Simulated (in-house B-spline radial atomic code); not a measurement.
Values are calculated unless marked as measured or tabulated.
Weak and strong correlation along the adiabatic connection

Two-electron singlets in several external potentials (atomic units), by full CI in B-splines with partial waves to l = 8 (correlation energies up to 0.6 % small). The repulsion is scaled by λ at fixed density; W(λ) is the mean repulsion less the Hartree energy, W(0) = E_x, and the area under W from 0 to 1 is E_xc.

One system gave this curve:

```csv
λ,W (hartree)
0,-0.26101
0.02,-0.263
0.05,-0.26586
0.12,-0.27196
0.25,-0.2815
0.4,-0.29026
0.6,-0.29926
0.8,-0.30615
1,-0.31157
1.4,-0.31958
2,-0.32751
3,-0.33555
4.5,-0.34249
7,-0.34888
```

(1) Which system is it?
A. empty sphere, radius 1.65 bohr
B. −Z/r, Z = 4, wall at 2 bohr
C. −V exp(−r²/w²), V = 1.1, w = 9.03
D. −Z/r, Z = 15

Results:

(1) C. The exchange energy sets the size: −V exp(−r²/w²), V = 1.1, w = 9.03: E_x = -0.261, E_c = -0.0313; −Z/r, Z = 15: E_x = -9.15, E_c = -0.0458; −Z/r, Z = 4, wall at 2 bohr: E_x = -2.28, E_c = -0.0441; empty sphere, radius 1.65 bohr: E_x = -1.06, E_c = -0.0484 hartree.
